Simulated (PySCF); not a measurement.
SMILES OB(O)c1cc[c]([GeH3])cc1 (C₆H₉BGeO₂), singlet (GFN2-xTB optimised geometry):

```
19

Ge     3.273     0.003     0.022
C      1.322     0.000    -0.001
C      0.609     1.051    -0.564
C     -0.773     1.053    -0.557
C     -1.500     0.000     0.000
C     -0.772    -1.054     0.556
C      0.609    -1.052     0.561
B     -3.095     0.000     0.000
O     -3.813    -1.146     0.000
O     -3.812     1.146     0.000
H      3.810     0.938    -1.013
H      3.810     0.440     1.348
H      3.813    -1.367    -0.235
H      1.148     1.876    -1.012
H     -1.301     1.882    -1.012
H     -1.300    -1.885     1.008
H      1.149    -1.881     1.002
H     -3.304    -1.955    -0.014
H     -3.303     1.955     0.014
```

Calculation: PySCF with PBE0/def2-SVP.

### Question
What are the frontier orbital energies and the dipole moment?

### Answer
HOMO-2 -8.55 eV, HOMO-1 -7.66 eV, HOMO -7.53 eV, LUMO -1.02 eV, LUMO+1 -0.46 eV; dipole moment 2.09 D.

On the same geometry PBE/def2-SVP (PySCF) gives HOMO-2 -7.02 eV, HOMO-1 -6.59 eV, HOMO -6.47 eV, LUMO -1.81 eV, LUMO+1 -1.34 eV; dipole moment 1.79 D.

Meta-Löwdin charges at PBE0/def2-SVP: Ge1 0.35, C2 -0.17, C3 -0.10, C4 -0.10, C5 -0.11, C6 -0.10, C7 -0.10, B8 0.40, O9 -0.47, O10 -0.47, H11 -0.06, H12 -0.06, H13 -0.06, H14 0.10, H15 0.09, H16 0.09, H17 0.10, H18 0.33, H19 0.33.
